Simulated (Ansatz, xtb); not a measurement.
# FGa2O: where a starting geometry ends

The starting geometry of this gas-phase doublet has its atoms placed at random.

```csv
atom,x (Å),y (Å),z (Å)
F,0.6124,0.1263,0.4702
Ga,0.7233,-0.3022,-1.3291
Ga,-1.2301,-1.2422,0.3221
O,-0.5014,0.9200,-0.6393
```

Question: Guess where an optimisation with r2SCAN-D4/def2-SVP ends from this start.

Answer: It ends as a structure with F1 bridging Ga2 and Ga3, given below by its coordinates. Contacts that close: F1–Ga3 (2.30 → 2.00 Å), Ga3–O4 (2.48 → 1.83 Å).

The energy falls by 3.74 eV over 11 steps:

```
step  E − E(last) (eV)
   1             3.736
   2             2.355
   3             1.709
   4             1.349
   5             0.601
   7             0.032
   8             0.002
   9             0.001
  10             0.000
  11             0.000
```

Final geometry (Å):

```xyz
4

F     0.8159   -0.6188    0.5520
Ga    0.8932    0.2779   -1.2327
Ga   -1.1781   -0.4806    0.5637
O    -0.9269    0.3235   -1.0592
```

From the same start GFN2-xTB ends elsewhere, at `[F][Ga][O][Ga]`.

From so rough a start the end depends on the optimiser's path, so another program may land elsewhere. The end wasn't checked by frequencies. Open shells are spin-unrestricted. Run with Ansatz 0.2.0, 73 s on 2 threads of Intel(R) Xeon(R) Platinum 8259CL CPU @ 2.50GHz (Skylake/Cascade Lake), with other jobs on the host.
